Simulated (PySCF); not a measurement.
## State search for RbAs⁺

Unrestricted PBE0; basis Rb def2-SVP with ECP28, As def2-SVP; scalar-relativistic core potentials; PySCF 2.14. Outer shells of the fragments: Rb+ closed shells only; As 3d10 4s2 4p3.

Followed along the bond (rough minima from three points):

```tsv
2Ms+1	unpaired	⟨S²⟩ at the start	R at minimum (Å)	Te (eV)
4	σ ↑, π ↑↑	3.75	3.87	0.00
2	σ ↓, π ↑↑	1.76	3.86	0.71
2	σ ↑, π ↑↓	1.76	3.87	0.73
2	π ↑	0.75	3.71	1.51
```

Solutions found at the starting distance of 3.335 Å, counted from the lowest of them; the search is not exhaustive and high or unbound solutions are not listed, so other states can lie among these:

```json
{"2Ms+1": "4", "unpaired": "σ ↑, π ↑↑", "term": "⁴Σ⁻", "E (eV)": "0.00", "⟨S²⟩": "3.75", "⟨Lz²⟩": "0.00", "μ (D)": "-6.08"}
{"2Ms+1": "2", "unpaired": "σ ↓, π ↑↑", "term": "mixed", "E (eV)": "0.72", "⟨S²⟩": "1.76", "⟨Lz²⟩": "0.00", "μ (D)": "-6.01"}
{"2Ms+1": "2", "unpaired": "σ ↑, π ↑↓", "term": "mixed", "E (eV)": "0.73", "⟨S²⟩": "1.76", "⟨Lz²⟩": "2.01", "μ (D)": "-6.04"}
{"2Ms+1": "2", "unpaired": "π ↑", "term": "²Π", "E (eV)": "1.52", "⟨S²⟩": "0.75", "⟨Lz²⟩": "1.00", "μ (D)": "-5.47"}
{"2Ms+1": "2", "unpaired": "σ ↑", "term": "mixed", "E (eV)": "1.86", "⟨S²⟩": "0.75", "⟨Lz²⟩": "2.00", "μ (D)": "-5.96"}
{"2Ms+1": "2", "unpaired": "π ↑", "term": "²Π", "E (eV)": "2.17", "⟨S²⟩": "0.75", "⟨Lz²⟩": "1.01", "μ (D)": "-6.33"}
```

A term symbol is given only where ⟨S²⟩ and ⟨Lz²⟩ are close to those of a pure state; real π, δ and φ orbitals otherwise mix terms. A positive dipole points towards As; it is taken about the centre of mass and depends on that origin.

Spin–orbit coupling is left out.
